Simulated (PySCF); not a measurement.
FHSZn, SMILES [SH][Zn][F].

Geometry: TPSSh-D3(BJ)/def2-TZVP. One conformer was computed; it need not be the lowest.

The numbers are results of PySCF with CAM-B3LYP/def2-TZVPD, not measurements.

Symmetry labels are those of the subgroup Cs that the program uses (full group Cs).

Computed valence orbital energies around the gap with their symmetry:
```tsv
orbital	symmetry	energy (eV)
HOMO−7	A"	-17.13
HOMO−6	A'	-17.12
HOMO−5	A'	-13.13
HOMO−4	A'	-12.92
HOMO−3	A"	-12.07
HOMO−2	A'	-12.02
HOMO−1	A'	-10.81
HOMO	A"	-9.21
LUMO	A'	-0.70
LUMO+1	A'	0.09
LUMO+2	A"	0.41
LUMO+3	A'	0.68
```
